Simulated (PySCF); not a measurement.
Species: C6H18Si4.
Atom-mapped SMILES: `[CH2:1]=[CH:2][CH2:3][SiH2:4][Si:5]([SiH3:6])([SiH3:7])[CH:8]1[CH2:9][CH2:10]1`

Probes without a nucleus sit at each ring's centroid and 1 Å off its mean plane on both sides; NICS is minus the shielding there, NICSzz its component along the normal. Level: GIAO PBE/pcSseg-1 (PySCF, non-relativistic, gas phase) on the PBE0-D3(BJ)/def2-SVP geometry, one conformer.

Ring bond lengths (Å): C8–C9 1.508, C9–C10 1.493, C10–C8 1.509.

Question: What do the NICS probes read (ppm)?

Answer: 
| ring | type | NICS(0) | NICS(1), two faces | NICS(1)zz, two faces | rms pucker (Å) | centre to ring atoms, mean (Å) |
| --- | --- | --- | --- | --- | --- | --- |
| C8–C9–C10 | 3-membered carbocycle; formal bonds all single | -44.5 | -9.1 / -7.9 | -24.7 / -23.6 | 0.00 | 0.87 |

Question: What can be read from them?

Answer: 
- C8–C9–C10: mean NICS(1)zz -24.1 ppm, shielded. C8, C9, C10 have four or more neighbours; no verdict on aromaticity is drawn. NICS(0) lies 36 ppm below the mean NICS(1).

Question: What field does 11.7 T along the ring normal induce along that normal at the second NICS(1) probe listed for ring C8–C9–C10, 1 Å off the ring?

Answer: NICSzz × B0 = -23.6 ppm × 11.7 T = -276 μT, against the applied field.

Question: How do the values depend on the level or the medium?

Answer: 
| level | NICS(0), C8–C9–C10 | mean NICS(1)zz, C8–C9–C10 |
| --- | --- | --- |
| PBE/pcSseg-1, gas | -44.5 | -24.1 |
| PBE0/pcSseg-1, gas | -45.2 | -24.8 |

The geometry is the same throughout.

Shape of the structure used: `[CH2:1]=[CH:2][CH2:3][SiH2:4][Si:5]([SiH3:6])([SiH3:7])[CH:8]1[CH2:9][CH2:10]1`: C1–C2–C3–Si4 -106°, C2–C3–Si4–Si5 58°, C3–Si4–Si5–Si6 54°, Si4–Si5–C8–C9 162°.
